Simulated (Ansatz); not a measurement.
`[SiH3][O][SnH3]` + `[OH][Cd][Cl]` → `[SiH3][O][Cd][Cl]` + `[OH][SnH3]` at 700 K and 1 bar (ligand exchange at the Si–O bond).

Program: Ansatz. Geometries: PBE0-D4/def2-TZVP. ΔE: electronic, gas phase. CCSD(T)/CBS adds triple-zeta CCSD(T) − MP2 to the extrapolated MP2 energy (def2 sets, frozen cores). def2 core potentials past Kr. For Cd, Sn outer-core shells are correlated without core-valence functions, which leaves a few kJ/mol of doubt a bond. Each species was taken in one conformer, which may not be the lowest.

```csv
species,CCSD(T)/CBS energy (Eh),H − E (kJ/mol),S (J/(mol·K))
`[SiH3][O][SnH3]`,-581.91447,201.4,473.7
`[OH][Cd][Cl]`,-703.31715,78.0,356.8
`[SiH3][O][Cd][Cl]`,-993.63708,143.6,459.5
`[OH][SnH3]`,-291.59405,135.8,359.4
```

H − E and S are ideal-gas, rigid-rotor, harmonic terms from PBE0-D4/def2-TZVP, for one conformer and one mirror image of each species. 1 Eh = 2625.50 kJ/mol, R = 8.31446 J/(mol·K).

Question: By hand: ΔE, ΔH, ΔS and ΔG.

Answer: ΔE = (-993.63708) + (-291.59405) − (-581.91447) − (-703.31715) = 0.00049 Eh = 1.3 kJ/mol. Δ(H − E) = 143.6 + 135.8 − 201.4 − 78.0 = 0.0, so ΔH = 1.3 kJ/mol. ΔS = 459.5 + 359.4 − 473.7 − 356.8 = -11.6 J/(mol·K). ΔG = 1.3 − 700 × (-11.6)/1000 = 9.4 kJ/mol.

Question: By hand: the equilibrium constant, and the temperature at which ΔG would vanish if ΔH and ΔS stayed fixed.

Answer: log₁₀ K = −ΔG/(RT ln 10) = -0.7. ΔH and −TΔS have one sign here, so there is no such temperature. One of them is within its doubt of zero, so this could turn.

TΔS isn't small against ΔH here. A doubt of 5 kJ/mol in ΔE shifts log₁₀ K by 0.4 here. Other conformers and mirror images would add mixing entropy, several J/(mol·K) or more a flexible species. Modes under 60 cm⁻¹, often nearly free rotors, make the harmonic entropy too high. These are equilibria of isolated gas molecules and say nothing of rates. Largest T1 diagnostic: 0.015 (customary marks: 0.02 for closed shells, 0.045 for open ones).
